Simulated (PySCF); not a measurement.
# Basis and Hamiltonian dependence of the excitation energy of Ir

Ir [Xe] 4f14 5d7 6s2 (4F) → Ir [Xe] 4f14 5d8 6s1 (4F). Calculated with PySCF 2.14 from differences of total energies of unrestricted determinants, without spin-orbit coupling. Values in eV.

```tsv
basis	Hamiltonian	functions	UHF	r2SCAN	PBE0	MP2 (valence)	CCSD(T) (valence)	CCSD(T) (valence and next inner shell)
def2-TZVPPD with the def2 core potential (60 electrons)	ECP	59	0.180	-0.031	-0.134	-0.078	0.050	0.172
aug-cc-pwCVDZ-PP with ECP60MDF	ECP	70	0.225	0.000	-0.101	0.086	0.228	0.410
ANO-RCC-VTZP	spin-free X2C	84	0.217	0.009	-0.068	-0.003	0.155	0.229
aug-cc-pVTZ-PP with ECP60MDF	ECP	88	0.243	0.036	-0.085	0.033	0.170	n/a
x2c-TZVPPall	spin-free X2C	97	0.211	0.006	-0.076	0.006	0.163	0.242
x2c-TZVPPall with one added diffuse shell each of s, p, d, f type	spin-free X2C	113	0.211	0.005	-0.076	0.002	0.148	n/a
aug-cc-pVTZ-PP with one added diffuse shell each of s, p, d, f, g type with ECP60MDF	ECP	113	0.243	0.038	-0.085	0.036	n/a	n/a
```

**Question.** Estimate the row for aug-cc-pwCVTZ-PP with ECP60MDF (ECP, 122 functions).

**Answer.** From the rows with the same Hamiltonian and similar size; the calculation gives UHF 0.25; r2SCAN 0.04; PBE0 -0.08; MP2 (valence) 0.01 (eV).

Frozen in the all-electron rows: valence and next inner shell: [Kr] 4d10 4f14; valence: [Xe] 4f14; with a core potential, the same shells as far as they lie outside it.

Reference for a calculation without spin-orbit coupling: 0.138 eV (measured, between term centres; NIST).
